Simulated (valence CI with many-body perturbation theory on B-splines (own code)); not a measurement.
# E1 transitions of Ir⁴⁵⁺

Calculated by relativistic CI+MBPT: four valence electrons over a frozen Dirac-Fock core [Ar] 3d10, a basis of 11 s, 11 p, 9 d, 7 f, 5 g, 2 h, 1 i functions for each j, with the one-electron correlation potential Σ1, the two-electron term Σ2, the three-electron term Σ3, Breit, model QED; selected CI, second order for the rest (own B-spline code, finite nucleus).

The last digits are not significant, and no measured levels were compared; by estimate large intervals hold to a few tenths of a per cent, small ones and those within an open d or f shell to about a per cent.

Lines 201 to 249 of 249 in falling wavelength, among levels below 566.42 eV, chosen from the strongest by gf and those to the six lowest levels. Wavelengths and rates use the calculated energies. Electric multipoles are in the length gauge, E1 and E2 with the static RPA response of the core. Weak lines are less certain than strong ones. Lines between different terms over intervals too small for the method are left out, as are lines whose strength nearly cancels. The highest levels of a list are the least certain.

Levels are named by their leading jj configuration (3d3/2^4 stands for four electrons in 3d with j = 3/2), which in mixed levels can hold well under half, so a name can repeat and another be missing. Letters in brackets count levels of one name in rising energy.

```
λ vac (nm)                           Upper                   Lower   A (s⁻¹)  S (a.u.) with core polarisation  S without
     4.270          (4s^2 4p3/2 4d3/2) J=2  (4s^2 4p1/2 4p3/2) J=2  1.08e+12                         2.07e-01   2.20e-01
     4.253  (4s 4p1/2 4p3/2 4d3/2) J=1 [d]  (4s 4p1/2^2 4p3/2) J=1  1.22e+12                         1.39e-01   1.47e-01
     4.247          (4s^2 4p3/2 4d3/2) J=1  (4s^2 4p1/2 4p3/2) J=2  2.16e+11                         2.45e-02   2.59e-02
     4.236          (4s^2 4p3/2 4d3/2) J=3  (4s^2 4p1/2 4p3/2) J=2  1.45e+12                         3.81e-01   4.04e-01
     4.223  (4s 4p1/2 4p3/2 4d3/2) J=3 [b]  (4s 4p1/2^2 4p3/2) J=2  1.22e+12                         3.18e-01   3.36e-01
     4.214  (4s 4p1/2 4p3/2 4d3/2) J=1 [b]  (4s 4p1/2^2 4p3/2) J=2  1.25e+12                         1.38e-01   1.46e-01
     4.209  (4s 4p1/2 4p3/2 4d3/2) J=2 [c]  (4s 4p1/2^2 4p3/2) J=2  1.59e+12                         2.93e-01   3.11e-01
     4.205          (4s^2 4p3/2 4d3/2) J=2  (4s^2 4p1/2 4p3/2) J=1  7.97e+11                         1.46e-01   1.55e-01
     4.181          (4s^2 4p3/2 4d3/2) J=1  (4s^2 4p1/2 4p3/2) J=1  1.39e+12                         1.51e-01   1.59e-01
     4.178  (4s 4p1/2 4p3/2 4d3/2) J=1 [c]  (4s 4p1/2^2 4p3/2) J=2  3.46e+11                         3.73e-02   3.95e-02
     4.174          (4s^2 4p3/2 4d3/2) J=0  (4s^2 4p1/2 4p3/2) J=1  1.54e+12                         5.51e-02   5.84e-02
     4.169  (4s 4p1/2 4p3/2 4d3/2) J=0 [b]  (4s 4p1/2^2 4p3/2) J=1  1.40e+12                         5.00e-02   5.30e-02
     4.168          (4s^2 4p1/2 4d3/2) J=1      (4s^2 4p1/2^2) J=0  2.13e+12                         2.28e-01   2.42e-01
     4.130  (4s 4p1/2 4p3/2 4d3/2) J=2 [d]  (4s 4p1/2^2 4p3/2) J=1  8.58e+11                         1.49e-01   1.58e-01
     4.127  (4s 4p1/2 4p3/2 4d5/2) J=1 [a]  (4s 4p1/2^2 4p3/2) J=1  7.35e+11                         7.65e-02   8.10e-02
     4.115  (4s 4p1/2 4p3/2 4d3/2) J=3 [c]  (4s 4p1/2^2 4p3/2) J=2  1.26e+10                         3.04e-03   3.21e-03
     4.093  (4s 4p1/2 4p3/2 4d5/2) J=2 [b]  (4s 4p1/2^2 4p3/2) J=1  4.18e+11                         7.07e-02   7.48e-02
     4.057  (4s 4p1/2 4p3/2 4d5/2) J=2 [a]  (4s 4p1/2^2 4p3/2) J=2  1.39e+10                         2.29e-03   2.42e-03
     4.038  (4s 4p1/2 4p3/2 4d3/2) J=1 [d]  (4s 4p1/2^2 4p3/2) J=2  2.06e+08                         2.01e-05   2.10e-05
     4.029          (4s^2 4p3/2 4d5/2) J=2  (4s^2 4p1/2 4p3/2) J=2  3.04e+08                         4.91e-05   5.17e-05
     3.987  (4s 4p1/2 4p3/2 4d5/2) J=1 [b]  (4s 4p1/2^2 4p3/2) J=1  1.64e+10                         1.54e-03   1.63e-03
     3.972  (4s 4p1/2 4p3/2 4d5/2) J=3 [a]  (4s 4p1/2^2 4p3/2) J=2  1.07e+11                         2.32e-02   2.45e-02
     3.970          (4s^2 4p3/2 4d5/2) J=2  (4s^2 4p1/2 4p3/2) J=1  2.60e+09                         4.01e-04   4.25e-04
     3.926  (4s 4p1/2 4p3/2 4d3/2) J=2 [d]  (4s 4p1/2^2 4p3/2) J=2  1.75e+09                         2.62e-04   2.78e-04
     3.924  (4s 4p1/2 4p3/2 4d5/2) J=1 [a]  (4s 4p1/2^2 4p3/2) J=2  1.34e+09                         1.20e-04   1.28e-04
     3.906  (4s 4p1/2 4p3/2 4d5/2) J=1 [c]  (4s 4p1/2^2 4p3/2) J=1  3.47e+08                         3.06e-05   3.27e-05
     3.903  (4s 4p1/2 4p3/2 4d5/2) J=3 [b]  (4s 4p1/2^2 4p3/2) J=2  1.90e+11                         3.90e-02   4.13e-02
     3.893  (4s 4p1/2 4p3/2 4d5/2) J=2 [b]  (4s 4p1/2^2 4p3/2) J=2  4.81e+10                         7.00e-03   7.42e-03
     3.892  (4s 4p1/2 4p3/2 4d5/2) J=2 [c]  (4s 4p1/2^2 4p3/2) J=1  4.80e+08                         6.99e-05   7.38e-05
     3.892      (4s 4p1/2 4p3/2 4d5/2) J=0  (4s 4p1/2^2 4p3/2) J=1  2.50e+11                         7.28e-03   7.71e-03
     3.839  (4s 4p1/2 4p3/2 4d5/2) J=2 [d]  (4s 4p1/2^2 4p3/2) J=1  6.48e+08                         9.05e-05   9.62e-05
     3.823          (4s^2 4p3/2 4d5/2) J=3  (4s^2 4p1/2 4p3/2) J=2  2.98e+10                         5.75e-03   6.09e-03
     3.802  (4s 4p1/2 4p3/2 4d5/2) J=3 [c]  (4s 4p1/2^2 4p3/2) J=2  1.01e+09                         1.92e-04   2.05e-04
     3.797  (4s 4p1/2 4p3/2 4d5/2) J=1 [b]  (4s 4p1/2^2 4p3/2) J=2  1.44e+10                         1.17e-03   1.24e-03
     3.796          (4s^2 4p3/2 4d5/2) J=1  (4s^2 4p1/2 4p3/2) J=2  1.03e+10                         8.31e-04   8.78e-04
     3.744          (4s^2 4p3/2 4d5/2) J=1  (4s^2 4p1/2 4p3/2) J=1  4.18e+09                         3.25e-04   3.44e-04
     3.724  (4s 4p1/2 4p3/2 4d5/2) J=1 [c]  (4s 4p1/2^2 4p3/2) J=2  1.27e+08                         9.69e-06   9.98e-06
     3.711  (4s 4p1/2 4p3/2 4d5/2) J=2 [c]  (4s 4p1/2^2 4p3/2) J=2  4.44e+09                         5.60e-04   5.92e-04
     3.690  (4s 4p1/2 4p3/2 4d5/2) J=3 [d]  (4s 4p1/2^2 4p3/2) J=2  2.77e+10                         4.81e-03   5.09e-03
     3.663  (4s 4p1/2 4p3/2 4d5/2) J=2 [d]  (4s 4p1/2^2 4p3/2) J=2  4.71e+10                         5.71e-03   6.05e-03
     3.557                (4s 4p3/2^3) J=2  (4s^2 4p1/2 4p3/2) J=2  3.62e+08                         4.01e-05   4.23e-05
     3.521      (4s 4p1/2 4p3/2^2) J=1 [a]      (4s^2 4p1/2^2) J=0  1.08e+10                         6.96e-04   7.35e-04
     3.511                (4s 4p3/2^3) J=2  (4s^2 4p1/2 4p3/2) J=1  4.61e+09                         4.92e-04   5.20e-04
     3.482      (4s 4p1/2 4p3/2^2) J=1 [b]      (4s^2 4p1/2^2) J=0  4.70e+08                         2.93e-05   3.12e-05
     3.414                (4s 4p3/2^3) J=1  (4s^2 4p1/2 4p3/2) J=2  3.19e+09                         1.88e-04   1.99e-04
     3.371                (4s 4p3/2^3) J=1  (4s^2 4p1/2 4p3/2) J=1  2.10e+09                         1.19e-04   1.26e-04
     3.019          (4s^2 4p3/2 4d3/2) J=1      (4s^2 4p1/2^2) J=0  7.93e+06                         3.23e-07   3.54e-07
     2.784          (4s^2 4p3/2 4d5/2) J=1      (4s^2 4p1/2^2) J=0  2.30e+09                         7.33e-05   7.79e-05
     2.572                (4s 4p3/2^3) J=1      (4s^2 4p1/2^2) J=0  1.51e+08                         3.81e-06   4.04e-06
```
